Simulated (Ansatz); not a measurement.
A structure relaxed at PBE-D4/def2-SVP in Ansatz, charge 0, singlet:

Cartesian coordinates in Å:
```
Sc -1.340 1.428 -0.574
Sc -0.324 -2.003 -0.223
Sc 0.956 0.353 0.684
N 1.381 -1.467 0.051
N 0.366 1.959 -0.300
N -1.039 -0.271 0.362
```

Problem. Give its formula and point group.

Solution. Sc₃N₃. Point group Cs (tolerance 0.1 Å).

Problem. Summarise the bond lengths by kind (pairs closer than 1.2 times the sum of covalent radii, bridged metal pairs left out).

Solution. 7 × N–Sc 1.81 to 2.12 Å.

The structure comes from a short search, and lower isomers may exist.
